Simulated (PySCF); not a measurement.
## Electric field gradients and quadrupole coupling constants

C₇H₁₁FN₂.
Cartesian coordinates in Å at the GFN2-xTB level; atoms count from 1:
```xyz
21
C7H11FN2 angstrom
C     -1.9044   -1.3888    0.6013
C     -1.2925   -0.2553   -0.2175
N     -2.2872    0.7840   -0.4069
C     -0.0085    0.2485    0.4612
C      0.8289    1.3023   -0.2920
C      2.1022    0.4658   -0.0263
C      2.9301    0.1942   -1.1650
N      3.5525   -0.0332   -2.0970
C      1.2015   -0.6970    0.4438
F      1.5500   -1.2326    1.6536
H     -2.1881   -1.0281    1.5880
H     -2.7931   -1.7616    0.1013
H     -1.1944   -2.2024    0.7217
H     -1.0335   -0.6292   -1.2170
H     -2.5895    1.1556    0.4874
H     -1.9166    1.5491   -0.9585
H     -0.2293    0.5588    1.4856
H      0.5857    1.3536   -1.3529
H      0.8380    2.3064    0.1256
H      2.7094    0.8518    0.7948
H      1.1301   -1.5250   -0.2676
```

Field gradients from the PBE0/pcSseg-1 density (PySCF, non-relativistic), principal values in atomic units, ordered |Vxx| ≤ |Vyy| ≤ |Vzz|:

| atom | Vxx | Vyy | Vzz |
| --- | --- | --- | --- |
| N3 | 0.5094 | 0.6381 | -1.1476 |
| N8 | 0.4751 | 0.4949 | -0.9701 |

Q: Find the asymmetry η = (Vxx − Vyy)/Vzz and the couplings χ = eQV/h (234.96 MHz × Q in barn × V in au), with Q(14N) = 0.02044 b.

A: 
```json
{"atom": "N3", "environment": "primary amine nitrogen", "nucleus": "14N", "η": "0.11", "χzz (MHz)": "-5.51", "χxx (MHz)": "2.45", "χyy (MHz)": "3.06"}
{"atom": "N8", "environment": "nitrile nitrogen", "nucleus": "14N", "η": "0.02", "χzz (MHz)": "-4.659", "χxx (MHz)": "2.282", "χyy (MHz)": "2.377"}
```

The gradient is axial or nearly so (η below 0.05) at N8. 

Q: What is Vzz at N8 in SI units (1 au = 9.71736 × 10²¹ V/m²)?

A: -0.9701 au = -9.427 × 10²¹ V/m².

Q: What couplings would deuterons (Q(2H) = 0.00286 b) have in place of the hydrogens, at this geometry?

A: 
```
atom  bonded to  bond length (Å)  Vzz (au)     η  χzz (kHz)
 H11         C1            1.088    0.3135  0.03        211
 H12         C1            1.086    0.3171  0.02        213
 H13         C1            1.086    0.3161  0.03        212
 H14         C2            1.098    0.2859  0.03        192
 H15         N3            1.014    0.3988  0.17        268
 H16         N3            1.013    0.4024  0.17        270
 H17         C4            1.093    0.2996  0.03        201
 H18         C5            1.090    0.3042  0.02        204
 H19         C5            1.087    0.3126  0.02        210
 H20         C6            1.092    0.2987  0.05        201
 H21         C9            1.094    0.2855  0.07        192
```

Geometry: GFN2-xTB, one conformer, isolated molecule. GFN2-xTB bond lengths can be off by several hundredths of an ångström, more for odd bonds, and the gradients follow them. With a basis this small, the couplings can be 20 % off.
